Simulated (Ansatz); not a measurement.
`N[SiH2]/C=C/[SiH3]` → `C=C[SiH3]` + `N[SiH]` at 400 K and 1 bar (silylene formation by 1,1-elimination).

Isolated molecules relaxed with PBE0-D4/def2-TZVP in Ansatz; ΔE leaves out vibrations. CBS: MP2 limit from def2 TZ/QZ plus the TZ coupled-cluster correction, frozen cores. This one scheme is used for every species. One conformer a species, not always the lowest.

```json
{"species": "`N[SiH2]/C=C/[SiH3]`", "CCSD(T)/CBS energy (Eh)": "-714.38479", "H − E (kJ/mol)": "304.8", "S (J/(mol·K))": "427.1"}
{"species": "`C=C[SiH3]`", "CCSD(T)/CBS energy (Eh)": "-368.76077", "H − E (kJ/mol)": "199.4", "S (J/(mol·K))": "311.5"}
{"species": "`N[SiH]`", "CCSD(T)/CBS energy (Eh)": "-345.56329", "H − E (kJ/mol)": "104.6", "S (J/(mol·K))": "261.0"}
```

H − E and S are ideal-gas, rigid-rotor, harmonic terms from PBE0-D4/def2-TZVP, for one conformer and one mirror image of each species. 1 Eh = 2625.50 kJ/mol, R = 8.31446 J/(mol·K).

Q: By hand: ΔE, ΔH, ΔS and ΔG.

A: ΔE = (-368.76077) + (-345.56329) − (-714.38479) = 0.06073 Eh = 159.4 kJ/mol. Δ(H − E) = 199.4 + 104.6 − 304.8 = -0.8, so ΔH = 158.6 kJ/mol. ΔS = 311.5 + 261.0 − 427.1 = 145.4 J/(mol·K). ΔG = 158.6 − 400 × (145.4)/1000 = 100.4 kJ/mol.

Q: By hand: the equilibrium constant, and the temperature at which ΔG would vanish if ΔH and ΔS stayed fixed.

A: log₁₀ K = −ΔG/(RT ln 10) = -13.1. ΔG = 0 at ΔH/ΔS = 1091 K.

The number of gas molecules changes by +1, which sets the sign of ΔS. A doubt of 5 kJ/mol in ΔE shifts log₁₀ K by 0.7 here. Other conformers and mirror images would add mixing entropy, several J/(mol·K) or more a flexible species. These are equilibria of isolated gas molecules and say nothing of rates. Largest T1 diagnostic: 0.015 (customary marks: 0.02 for closed shells, 0.045 for open ones).
